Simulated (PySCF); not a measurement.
Computed IR spectrum (relative IR intensity) of a molecule C2H5ClFNSi. Geometry: PBE-D3(BJ)/def2-SVP. Other conformers were not sampled. All values below come from PBE-D3(BJ)/def2-SVP run with PySCF 2.14.0. Frequencies are harmonic and unscaled.

Lines under 2 % of the strongest are left out, and lines within 2 cm⁻¹ are merged.

ν (cm⁻¹): 212 (w), 255 (w), 315 (vw), 346 (w), 428 (m), 448 (s), 501 (s), 697 (w), 811 (w), 831 (s), 860 (m), 894 (vs), 944 (w), 1118 (w), 1161 (s), 1296 (w), 1492 (m), 1656 (vs), 2197 (s), 3482 (w), 3579 (w) (against the strongest line: vs over 80 %, s over 45 %, m over 15 %, w over 4 %, vw less)

Pick the molecule that these values belong to.
A) C=C[Si](N)(F)Cl
B) N[Si@H](Cl)/C=C/F
C) C/N=C/[Si@H](F)Cl
D) F[Si]1(Cl)CNC1

B, N[Si@H](Cl)/C=C/F
